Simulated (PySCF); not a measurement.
Silver: a sound run and one with changed settings

Sound run: Ag [Kr] 4d10 5s1, Ag⁺ [Kr] 4d10. Computed with PySCF 2.14 in def2-TZVP with the def2 core potential (28 electrons), with scalar relativity through the core potential. The sound run starts from symmetry-adapted Hartree-Fock orbitals and uses a fine grid where one is needed.

Changed run: initial guess 1e, at most 2 SCF cycles. This setting is unsound on purpose.

```json
{"species": "Ag", "method": "UHF", "sound run (hartree)": "-146.11696", "changed run (hartree)": "-139.67968", "converged": "no"}
{"species": "Ag", "method": "M06-2X", "sound run (hartree)": "-146.90061", "changed run (hartree)": "-138.49648", "converged": "no"}
{"species": "Ag", "method": "TPSS", "sound run (hartree)": "-146.91239", "changed run (hartree)": "-137.36271", "converged": "no"}
{"species": "Ag⁺", "method": "UHF", "sound run (hartree)": "-145.88329", "changed run (hartree)": "-141.27255", "converged": "no"}
{"species": "Ag⁺", "method": "M06-2X", "sound run (hartree)": "-146.62696", "changed run (hartree)": "-140.37671", "converged": "no"}
{"species": "Ag⁺", "method": "TPSS", "sound run (hartree)": "-146.62721", "changed run (hartree)": "-139.41529", "converged": "no"}
```

The SCF was stopped early; the energies are upper bounds that still move, and correlated levels were skipped or rest on poor orbitals.
